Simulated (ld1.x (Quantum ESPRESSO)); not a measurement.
# bismuth: variants of one TM potential

Base potential:

```
Element                 : Bi (Z = 83)
Generator               : ld1.x (Quantum ESPRESSO) 7.5
Type                    : norm-conserving Troullier–Martins (Kleinman–Bylander form)
Functional              : LDA (PZ)
Relativity              : scalar-relativistic
Frozen core             : [Xe] 4f14
Valence charge          : 15
Reference configuration : 5d10 6s2 6p2 (charge +1)
Partial waves           : 6p (bound): rc 2.60 bohr; 5d (bound): rc 1.60 bohr; 6s (bound): rc 1.40 bohr
Local potential         : the s channel
Core correction         : none
```

All-electron outer shells of the reference configuration (LDA (PZ), scalar-relativistic, ld1.x):

```tsv
shell	level (eV)	outermost node (bohr)	outermost maximum (bohr)
5p	-104.15	0.48	0.86
5d	-35.34	0.51	1.03
6s	-22.45	0.98	1.86
6p	-11.72	1.14	2.35
```

Cutoffs, loose and tight: the cutoffs (Ry, on a coarse ladder) from which the occupation-weighted sum of valence levels, in a spherical-Bessel basis at the reference potential, stays within 10 and 1 mRy of its value at 400 Ry. They do not see the model core or the augmentation charge, which bear on the density cutoff. Test errors are all-electron minus pseudo excitation energies from the reference, over the configurations 5d10 6s2 6p3; 5d10 6s2 6p1; 5d10 6s2 6p0; 5d10 6s1 6p4; 5d10 6s2 6p2.5; 5d9 6s2 6p3; 5d10 6s2 6p3.3 (two spin-polarised tests are not counted in the largest error). A dash means not determined; rows that change the core or the reference have their own tests.

A true bound ghost makes a file unfit for plane-wave use even where its test errors are small: the radial tests pick states by their node count and pass the ghost by.

```tsv
change	outcome	cutoff, loose	cutoff, tight	bound ghosts	largest test error (meV)
base	generated	110 Ry	180 Ry	none	+29
wave 6p (bound): rc 2.60 bohr becomes 6p (bound): rc 4.00 bohr	generated	110 Ry	180 Ry	p	+163
all radii scaled by about 0.79 (s 1.10, p 2.04, d 1.26 bohr)	failed: run_pseudo: Errors in PS-KS equation	–	–	–	–
wave 5d (bound): rc 1.60 bohr becomes 5d (bound): rc 1.10 bohr	generated	110 Ry	180 Ry	none	+33
wave 6s (bound): rc 1.40 bohr becomes 6s (bound): rc 1.84 bohr	generated	60 Ry	90 Ry	none	-185
reference 5d10 6s1 6p4	generated	90 Ry	180 Ry	none	+100
functional Wu–Cohen	generated	110 Ry	180 Ry	none	+80
core [Xe] 4f14 5d10, valence charge 5; reference 6s2 6p3; waves now 6p (bound): rc 2.10 bohr; 6s (bound): rc 1.65 bohr	generated	30 Ry	80 Ry	none	+131
wave 6s (bound): rc 1.40 bohr becomes 6s (bound): rc 1.92 bohr	generated	60 Ry	90 Ry	none	-187
core correction a·sin(br)/r model core inside 0.64 bohr	generated	110 Ry	180 Ry	none	-64
```

What comes out with this change to the base: all radii scaled by about 1.09 (s 1.52, p 2.82, d 1.74 bohr)?

outcome: generated; cutoff, loose: 60 Ry; cutoff, tight: 120 Ry; bound ghosts: none; largest test error (meV): -112.

What comes out with this change to the base: local potential all-electron potential smoothed inside 1.95 bohr (lloc = -1)?

outcome: generated; cutoff, loose: 110 Ry; cutoff, tight: 180 Ry; bound ghosts: s; largest test error (meV): -368.

What comes out with this change to the base: wave 5d (bound): rc 1.60 bohr becomes 5d (bound): rc 1.92 bohr?

outcome: generated; cutoff, loose: 110 Ry; cutoff, tight: 180 Ry; bound ghosts: none; largest test error (meV): +37.
